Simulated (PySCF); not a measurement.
Rigid-rotor lines calculated for a species of formula C2H6FPSi (commonest isotopes; PySCF, PBE0-D3(BJ)/def2-SVP geometry optimisation, gas phase), labelled J(Ka,Kc):

| transition | MHz |
| --- | --- |
| 1(0,1) ← 0(0,0) | 3654.9 |
| 2(1,1) ← 1(1,0) | 7688.8 |
| 2(1,2) ← 1(1,1) | 6930.8 |
| 2(0,2) ← 1(0,1) | 7274.7 |
| 1(1,1) ← 0(0,0) | 6525.4 |

**Question.** Find the rotational constants.

**Answer.** 1(0,1) ← 0(0,0) is B + C, 2(1,1) ← 1(1,0) is 3B + C and 2(1,2) ← 1(1,1) is B + 3C, so B − C is half the difference of the last two, 379.0 MHz. 1(1,1) ← 0(0,0) is A + C. A = 4887.4, B = 2016.9, C = 1638.0 MHz.

**Question.** What moments of inertia, asymmetry and inertial defect follow?

**Answer.** I = 505379 MHz·u·Å² over each constant: Ia = 103.40, Ib = 250.57, Ic = 308.54 u·Å²; κ = (2B − A − C)/(A − C) = -0.767 (asymmetric top); Δ = Ic − Ia − Ib = -45.43 u·Å².

**Question.** Which dipole components do these lines need?

**Answer.** μa and μb (a-type: ΔKa even, ΔKc odd; b-type: both odd). The calculation gives |μa| = 0.33 D, |μb| = 1.46 D, |μc| = 0.55 D.

**Question.** Predict further lines from these constants: 2(2,0) ← 1(1,1); 3(2,2) ← 2(1,1); 3(3,1) ← 3(2,1); 1(1,0) ← 1(0,1); 3(3,0) ← 2(2,0); 2(2,0) ← 1(1,0); 2(1,2) ← 2(0,2).

**Answer.** 
```json
{"transition": "2(1,2) ← 2(0,2)", "MHz": "2527", "type": "c", "branch": "Q"}
{"transition": "1(1,0) ← 1(0,1)", "MHz": "3249", "type": "b", "branch": "Q"}
{"transition": "3(3,1) ← 3(2,1)", "MHz": "15147", "type": "c", "branch": "Q"}
{"transition": "2(2,0) ← 1(1,0)", "MHz": "16335", "type": "c", "branch": "R"}
{"transition": "2(2,0) ← 1(1,1)", "MHz": "16714", "type": "b", "branch": "R"}
{"transition": "3(2,2) ← 2(1,1)", "MHz": "19576", "type": "b", "branch": "R"}
{"transition": "3(3,0) ← 2(2,0)", "MHz": "26253", "type": "c", "branch": "R"}
```

**Question.** Which structure gave them?

**Answer.** `F[C@@H]1C[Si@@H]1P`, point group C1. Three constants can't fix a structure by themselves; this is the one that was computed:
```
atom  x, y, z in Å
F1     0.251    1.730   -1.020
C2    -0.717    0.815   -0.714
C3    -0.879    0.512    0.765
Si4   -0.212   -0.933   -0.226
P5     1.992   -1.363   -0.263
H6    -1.636    1.007   -1.284
H7    -0.165    1.031    1.416
H8    -1.899    0.506    1.166
H9    -1.132   -2.054   -0.550
H10    2.272    0.024   -0.461
H11    2.164   -1.300    1.154
```

The values belong to one conformer (point group C1) with, in the numbering `[F:1][C@@H:2]1[CH2:3][Si@@H:4]1[PH2:5]`, C3–Si4–P5–H -45° and 49°. Not checked by PBE0-D3(BJ)/def2-SVP frequencies. No vibrational averaging or centrifugal distortion is included, and the geometry carries the error of its method.
